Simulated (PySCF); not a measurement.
Dipole response of I²⁺ (iodine, charge +2)

[Kr] 4d10 5s1 5p3 6s1, high-spin 6S determinant (an excited configuration). All numbers are calculated (PySCF 2.14, scalar relativity by spin-free X2C-1e, in aug-cc-pwCVTZ-DK3). Coupled (time-dependent) response in atomic units; α is the mean over directions.

```
method  mean α (bohr³)  C₆ (like pair)  S(−4)
   UHF           115.0            1208   9470
   PBE           91.49           884.0   5921
  PBE0           98.78           978.6   6970
```

S(−4) is the Cauchy moment in α(ω) = α(0) + S(−4) ω² + …

α(iu) at UHF:

```tsv
u (hartree)	α(iu) (bohr³)
0	115.0
0.0500	95.64
0.100	64.90
0.200	31.64
0.300	19.48
0.500	10.71
0.750	6.615
1.00	4.623
1.50	2.753
2.00	1.906
3.00	1.130
5.00	0.5551
```

For an ion, C₆ is the dispersion term alone; charge-induced terms of lower order in 1/R come first.

The outer electron is Rydberg-like, and this basis confines it to a smaller radius and binds it less than a complete one would.
